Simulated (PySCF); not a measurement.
Compound: C2H2AlCl.
SMILES: `C#[C][AlH][Cl]`

Method: MP2 and CCSD/aug-cc-pVDZ in PySCF, restricted Hartree–Fock reference, frozen core, non-relativistic, gas phase, PBE0-D3(BJ)/def2-SVP geometry.

E(HF) = -778.35362 Eh.

Task: How large is the problem?

Result: 118 basis functions and 44 electrons; 12 orbitals frozen, which leaves o = 10 correlated occupied and v = 96 virtual orbitals. That is o·v = 960 singles and o·v(o·v + 1)/2 = 461280 distinct closed-shell doubles amplitudes before symmetry; the costliest CCSD step grows as o²v⁴ = 8.5 × 10^9.

Task: What are the MP2 and CCSD correlation energies?

Result: MP2 -0.4624 Eh and CCSD -0.4939 Eh, which gives totals of -778.81599 and -778.84755 Eh. That is 0.672 eV for each correlated electron at CCSD (1297 kJ/mol in all, 0.063 % of the total energy); MP2 gives 93.6 % of the CCSD value.

Task: What is the T1 diagnostic?

Result: 0.0117, below the customary warning level of 0.02. It is the norm of the spatial-orbital singles amplitudes over the root of the number of correlated electrons, so the norm is 0.052.

Task: How does correlation change the dipole moment?

Result: HF gives 1.92 D and CCSD (unrelaxed density) 1.71 D, a change of -0.21 D.

No triples correction and no basis-set extrapolation were made.

The job also held the EOM ionisation and excitation roots. On one thread of an Intel Xeon Platinum 8488C, no GPU, shared host with 192 logical CPUs at a one-minute load of 87, this took 6.2 min wall and 1.4 GiB of memory at its peak.
